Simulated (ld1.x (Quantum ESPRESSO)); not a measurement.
**An all-electron radial function and its pseudo partner (phosphorus)**

Columns: radius, all-electron u(r) and pseudo u(r) of the 3s shell (level -14.02 eV) of phosphorus in the configuration [Ne] 3s1.75 3p3.25; PBEsol, non-relativistic, TM scheme, ld1.x (Quantum ESPRESSO) 7.5.

```tsv
r (bohr)	all-electron	pseudo
0.103	0.1123	0.0351
0.205	-0.1965	0.0711
0.308	-0.3620	0.1098
0.410	-0.3548	0.1520
0.513	-0.2388	0.1999
0.615	-0.0737	0.2543
0.718	0.1050	0.3178
0.820	0.2718	0.3900
0.923	0.4186	0.4713
1.025	0.5384	0.5555
1.128	0.6334	0.6365
1.230	0.7031	0.7032
1.332	0.7507	0.7507
1.435	0.7793	0.7793
1.538	0.7913	0.7913
1.640	0.7899	0.7899
1.743	0.7777	0.7777
1.845	0.7573	0.7573
1.948	0.7306	0.7306
2.050	0.6996	0.6996
2.153	0.6653	0.6653
2.255	0.6296	0.6296
2.358	0.5925	0.5925
2.460	0.5557	0.5557
2.562	0.5194	0.5194
2.665	0.4835	0.4835
```

Question: How many radial nodes do the two functions have?

Answer: The all-electron 3s function has n − l − 1 = 2; the pseudo-wave has 0, since the states of the same l below it are removed with the core.

Question: At about which radius was the pseudo-wave matched?

Answer: 1.35 bohr. The columns agree to 0.0005 from 1.23 bohr on; several derivatives are matched, so the curves merge somewhat inside the radius.

Question: Where does each function peak?

Answer: Outermost all-electron maximum near 1.54 bohr, pseudo maximum near 1.54 bohr (to the table’s step).

Question: Is the pseudo-wave norm-conserving?

Answer: Yes: the TM scheme keeps the norm inside the radius equal to the all-electron one, which fixes the energy derivative of the logarithmic derivative at the level.
